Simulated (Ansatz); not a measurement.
Consider the formal loss of a carbene: `CB1C=C(F)[SiH2]1` → `FC1=CB[SiH2]1` + `[CH2]` (triplet).

Program: Ansatz. Geometries: PBE0-D4/def2-TZVP. ΔE: electronic, gas phase. CBS: MP2 limit from def2 TZ/QZ plus the TZ coupled-cluster correction, frozen cores. This one scheme is used for every species. Functionals use def2-TZVPP. Triplets are unrestricted, without spin–orbit coupling.

`CB1C=C(F)[SiH2]1`:

Cartesian coordinates in Å:
```
C -0.083 -1.125 -1.671
B -0.034 -0.217 -0.413
C 0.133 1.301 -0.252
C 0.127 1.436 1.097
F 0.250 2.586 1.741
Si -0.092 -0.371 1.610
H -0.131 -0.586 -2.620
H -0.915 -1.835 -1.623
H 0.821 -1.749 -1.685
H 0.238 2.121 -0.961
H 1.036 -0.920 2.415
H -1.350 -0.643 2.362
```

`FC1=CB[SiH2]1`:

Z-matrix (Å, degrees):
```
Si
B 1 2.016
C 1 1.894 2 69.5
H 1 1.489 2 122.6 3 -106.4
H 1 1.489 2 122.6 3 106.3
C 2 1.527 1 89.4 3 -0.1
H 2 1.190 1 140.7 3 179.9
F 3 1.321 1 135.3 2 -179.9
H 6 1.088 2 133.8 1 -180.0
```

`[CH2]` (triplet):

```xyz
3

C     0.169   -0.218    0.007
H     0.665    0.698    0.287
H    -0.834   -0.480   -0.294
```

```json
{"level": "r2SCAN", "ΔE (kcal/mol)": "111.2"}
{"level": "SCS-MP2/def2-TZVPP", "ΔE (kcal/mol)": "115.9"}
{"level": "SCS-MP2/def2-QZVPP", "ΔE (kcal/mol)": "117.8"}
{"level": "HF/CBS(def2)", "ΔE (kcal/mol)": "79.8"}
```

(1) What does CCSD(T)/CBS give? (An estimate is asked.)

Largest T1 diagnostic among the species: 0.014.

Results:

(1) Computed: +115.9 kcal/mol. The listed levels differ from it by -4.7, 0.0, 1.9, -36.1 kcal/mol.

From PBE to PBE0 (25 % exact exchange), in def2-TZVPP and without D4, ΔE moves by −2.0 kcal/mol. In def2-TZVPP, CCSD(T) changes the Hartree–Fock value by +33.4 kcal/mol (the triples alone add +2.7 kcal/mol) and MP2 by +36.7 kcal/mol. The D4 term adds +2.3 kcal/mol with B3LYP and +1.3 kcal/mol with PBE0; it sums over pairs of atoms, weighted by their polarisabilities, and B3LYP, whose exchange is more repulsive, gets the larger term.

B3LYP here is the variant with VWN-RPA as its local correlation; programs differ in this.
